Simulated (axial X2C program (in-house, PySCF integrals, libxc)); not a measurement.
**Potential curves of NbO, with spin–orbit coupling**

Computed with an in-house all-electron X2C program for linear molecules (integrals from PySCF). Two-component (2c) means X2C with spin–orbit coupling and atomic mean-field two-electron Coulomb and Gaunt terms. Basis: Nb dyall-cv3z [11s12p9d5f3g], O dyall-av3z [7s6p3d2f] (cores contracted in-house); Gaussian nuclei, density fitting, unrestricted open shells. Masses: Nb 92.906 u, O 15.995 u.

State: Ω = 3/2 (⟨Sz⟩ = 1.50, ⟨Lz⟩ = 0.00 at PBE0). Energies in cm⁻¹ from the lowest point of each curve. Fits are polynomials in 1 − R0/R over 0.85 to 1.23 times the lowest point R0.

```csv
R (Å),PBE0,PBEsol
1.5215,5930,6528
1.5717,2354,2749
1.6218,497,694
1.6720,0,0
1.7305,756,525
1.7890,2587,2124
1.8643,6034,5279
```

One determinant describes the state; a PBE0 search over occupations chose it and may have missed a lower one. Density functionals use the spin component along the axis (collinear). With several unpaired electrons one determinant need not be a pure state. This is the top spin component of a Σ state; components of lower Ω are not single determinants and can lie lower.

(1) What are Re and ωe at the PBE0 level?

(2) Fit the PBEsol curve near its minimum: give the equilibrium distance and the harmonic wavenumber.

Answers

(1) At PBE0, 2c: Re = 1.668 Å, ωe ≈ 1030 cm⁻¹; Be follows as 0.444 cm⁻¹.

(2) At PBEsol, 2c: Re = 1.677 Å, ωe ≈ 1010 cm⁻¹; Be follows as 0.439 cm⁻¹.
